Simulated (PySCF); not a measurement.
**Basis-set dependence of population analyses: `C[Si@@H](O)[SiH2][SiH3]`**

Compound: CH₁₀OSi₃.
Geometry (PBE0-D3(BJ)/def2-SVP, Å), atoms numbered from 1 in this order:
```xyz
15
CH10OSi3 angstrom
C     -2.0933   -0.6543    0.8279
Si    -1.1357    0.2191   -0.5290
O     -0.6359    1.7502   -0.0516
Si     0.9122   -0.8500   -0.9363
Si     2.4960    0.4186    0.2401
H     -3.0140   -0.1084    1.0901
H     -2.3831   -1.6657    0.5004
H     -1.4801   -0.7523    1.7372
H     -2.0083    0.3208   -1.7457
H     -1.3191    2.4026    0.1290
H      1.2537   -0.9094   -2.3931
H      0.8828   -2.2540   -0.4115
H      2.0750    0.5223    1.6713
H      3.8499   -0.2192    0.1970
H      2.5954    1.7878   -0.3464
```

PBE0 throughout (PySCF), one geometry, spherical d and f functions. Geometry: PBE0-D3(BJ)/def2-SVP, one conformer, isolated molecule. Atoms taken as equivalent share a column and are averaged. The first 7 of 11 kinds of atom are listed.

Mulliken charges (e):

```json
{"basis": "STO-3G", "functions": "47", "C1": "-0.406", "Si2": "+0.598", "O3": "-0.442", "Si4": "+0.230", "Si5": "+0.352", "H6/H7/H8": "+0.070", "H9": "-0.140"}
{"basis": "6-31G", "functions": "77", "C1": "-0.834", "Si2": "+0.848", "O3": "-0.802", "Si4": "+0.028", "Si5": "+0.315", "H6/H7/H8": "+0.200", "H9": "-0.134"}
{"basis": "6-31G*", "functions": "102", "C1": "-0.777", "Si2": "+0.685", "O3": "-0.743", "Si4": "-0.063", "Si5": "+0.170", "H6/H7/H8": "+0.200", "H9": "-0.093"}
{"basis": "def2-SVP", "functions": "132", "C1": "-0.367", "Si2": "+0.523", "O3": "-0.421", "Si4": "-0.046", "Si5": "+0.181", "H6/H7/H8": "+0.079", "H9": "-0.086"}
{"basis": "6-311+G(2d,p)", "functions": "219", "C1": "-0.789", "Si2": "+0.782", "O3": "-0.644", "Si4": "+0.061", "Si5": "+0.091", "H6/H7/H8": "+0.168", "H9": "-0.069"}
{"basis": "def2-TZVP", "functions": "233", "C1": "-0.498", "Si2": "+0.369", "O3": "-0.528", "Si4": "-0.026", "Si5": "+0.037", "H6/H7/H8": "+0.142", "H9": "-0.046"}
```

IAO charges (e):

```tsv
basis	functions	C1	Si2	O3	Si4	Si5	H6/H7/H8	H9
STO-3G	47	-0.652	+0.736	-0.581	+0.223	+0.377	+0.129	-0.129
6-31G	77	-0.725	+0.768	-0.752	+0.046	+0.191	+0.165	-0.108
6-31G*	102	-0.726	+0.872	-0.776	+0.098	+0.287	+0.156	-0.143
def2-SVP	132	-0.717	+0.875	-0.771	+0.097	+0.296	+0.153	-0.148
6-311+G(2d,p)	219	-0.747	+0.897	-0.803	+0.110	+0.306	+0.160	-0.148
def2-TZVP	233	-0.751	+0.908	-0.804	+0.111	+0.311	+0.160	-0.151
```

Which scheme is steadiest as the basis changes?

Largest range over the bases for any column: IAO 0.22 e, Mulliken 0.48 e. IAO charges move least and Mulliken charges most, counted in e. Without the minimal STO-3G basis the ranges are IAO 0.14, Mulliken 0.48 e.

How much do the charges still move between the two largest bases, 6-311+G(2d,p) and def2-TZVP?

At most, over all atoms: Mulliken 0.413 e, IAO 0.011 e.

What do the same runs give for the total energy, the frontier levels and the dipole moment?

```json
{"basis": "STO-3G", "energy (Eh)": "-975.7906", "HOMO (eV)": "-4.00", "LUMO (eV)": "5.96", "μ (D)": "1.31"}
{"basis": "6-31G", "energy (Eh)": "-987.1807", "HOMO (eV)": "-7.64", "LUMO (eV)": "0.16", "μ (D)": "2.48"}
{"basis": "6-31G*", "energy (Eh)": "-987.2992", "HOMO (eV)": "-7.47", "LUMO (eV)": "0.06", "μ (D)": "2.24"}
{"basis": "def2-SVP", "energy (Eh)": "-987.0007", "HOMO (eV)": "-7.58", "LUMO (eV)": "0.02", "μ (D)": "2.17"}
{"basis": "6-311+G(2d,p)", "energy (Eh)": "-987.4334", "HOMO (eV)": "-7.59", "LUMO (eV)": "-0.53", "μ (D)": "2.06"}
{"basis": "def2-TZVP", "energy (Eh)": "-987.4458", "HOMO (eV)": "-7.55", "LUMO (eV)": "-0.31", "μ (D)": "2.06"}
```

The dipole is fixed by the density alone, so its range of 1.17 D shows that the density itself changes with the basis, not only its division among atoms.
